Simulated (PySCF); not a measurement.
BeH2, SMILES [BeH2].

The structure is a stationary point at PBE-D3(BJ)/def2-TZVPD. The isomer is the one that the SMILES or the coordinates give; other isomers of the formula were not compared.

All values below come from PBE-D3(BJ)/def2-TZVPD in PySCF 2.14.0.

No scaling factor is applied to the harmonic values.

Modes within 1.5 cm⁻¹ of each other (mostly degenerate sets) share a row, with their intensities summed.

### Question
Estimate the vibrational spectrum. (Estimate from the structure and the level; the computed values follow.)

### Answer

```tsv
mode	ν (cm⁻¹)	IR (km/mol)	moving atoms (share of kinetic energy)
1–2	708	601.0	H 82 %, Be 18 %
3	1977	0.0	H 100 %
4	2195	219.7	H 82 %, Be 18 %
```
